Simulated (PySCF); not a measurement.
Compound: ZnMePh, C7H8Zn (singlet state).
Cartesian coordinates in Å at the PBE0-D3(BJ)/def2-SVP level; atoms count from 1:
```
atom  x, y, z in Å
Zn1    0.0013   -0.0440    1.9198
C2    -0.0050   -0.0707    3.8620
H3     0.9755   -0.3758    4.2624
H4    -0.7563   -0.7763    4.2521
H5    -0.2372    0.9247    4.2744
C6     0.0010   -0.0050   -0.0224
C7    -1.1955   -0.0783   -0.7570
C8    -1.2029   -0.0509   -2.1519
C9    -0.0027    0.0514   -2.8533
C10    1.1995    0.1257   -2.1516
C11    1.1955    0.0973   -0.7567
H12   -2.1570   -0.1587   -0.2386
H13   -2.1504   -0.1092   -2.6947
H14   -0.0041    0.0731   -3.9462
H15    2.1455    0.2056   -2.6940
H16    2.1583    0.1573   -0.2378
```

Method: PySCF, delta-SCF UKS SCAN, pcX-2 on the ionised atom (unc-x2c-TZVPall on a metal), pcseg-1 elsewhere, spin-free X2C. These are vertical core ionisation energies against the vacuum level, from separate self-consistent calculations with and without the core hole.

Some binding energies are withheld.

```tsv
atom(s)	bonded to	level	binding energy (eV)
C2	3 H and Zn	C 1s	289.54
C6	2 C and Zn	C 1s	?
C7/C11	2 C and H	C 1s	?
C8/C10	2 C and H	C 1s	289.95
C9	2 C and H	C 1s	289.98
```

(1) What is the C 1s binding energy of C7/C11?

(2) Fill in C 1s for C6.

## Answers

(1) 289.88 eV (carbon bonded to 2 C and H). The nearest listed C 1s value is that of C8/C10; the shift against it is -0.07 eV.

(2) 289.27 eV (carbon bonded to 2 C and Zn). The nearest listed C 1s value is that of C2; the shift against it is -0.27 eV.

Lowest listed C 1s: C6, bonded to 2 C and Zn. Highest, 0.71 eV above it: C9, bonded to 2 C and H. The widest gap between neighbouring values is 0.34 eV, between 289.54 and 289.88 eV. The values 289.95 and 289.98 eV lie too close for their order to be trusted.

Question: Give the binding energy of C 1s of C7/C11 in hartree and in kJ/mol.

Answer: 289.88 eV = 10.6529 Eh = 27969 kJ/mol.

Topologically equivalent atoms share the value of their first member; where this conformer doesn't relate them by symmetry, their own values could differ. Not every level is listed. The unrestricted hole states depart most from a pure doublet (⟨S²⟩ = 0.75; over 0.85 named) for C 1s of C6 (0.85), which makes this value less certain. No level of zinc is listed. Isolated species at its PBE0-D3(BJ)/def2-SVP geometry, gas phase. Metal 2p energies of this one-determinant scheme are less reliable than its 1s energies.
